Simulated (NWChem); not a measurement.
# Correlation energy of CSi

```xyz
2

Si     0.0000     0.0000     0.5212
C      0.0000     0.0000    -1.2161
```
Charge 0, spin multiplicity 3.

The numbers come from NWChem runs, not from measurements. The geometry was optimised at UPBE/def2-SVP, a minimum by its harmonic frequencies.

Basis set: cc-pVDZ. Each correlation energy counts from its own Hartree-Fock reference.

The correlated methods keep 6 core orbitals frozen. This spin state was chosen for the runs; another may lie lower. The structure started from a generated list of species. The unpaired electrons of the parent sit in orbitals of symmetry a1 and b2 (C2v labels of the run); other states weren't searched. The stability of the SCF solutions was not checked. Open-shell Hartree-Fock references start from PBE0 orbitals. Coupled-cluster values serve here as a point of comparison, not as the truth.

```
method           correlation energy (mHa)             remark
---------------  ------------------------  -----------------
SCS-UMP2                              [?]  spin-contaminated
URI-MP2                            -128.9  spin-contaminated
CCSD(T) on ROHF                       [?]                  -
UMP2                               -128.9  spin-contaminated
CCSD[T] on UHF                     -186.0  spin-contaminated
CCSD on UHF                           [?]  spin-contaminated
CCSD(T) on UHF                     -184.5  spin-contaminated
CCSD on ROHF                       -198.3                  -
CCSD[T] on ROHF                    -211.3                  -
CCSDT on ROHF                      -210.8   large amplitudes
```

**Question.** Some entries are withheld; supply them.

**Answer.** 
- SCS-UMP2, correlation energy (mHa): -124.3
- CCSD(T) on ROHF, correlation energy (mHa): -209.9
- CCSD on UHF, correlation energy (mHa): -175.4
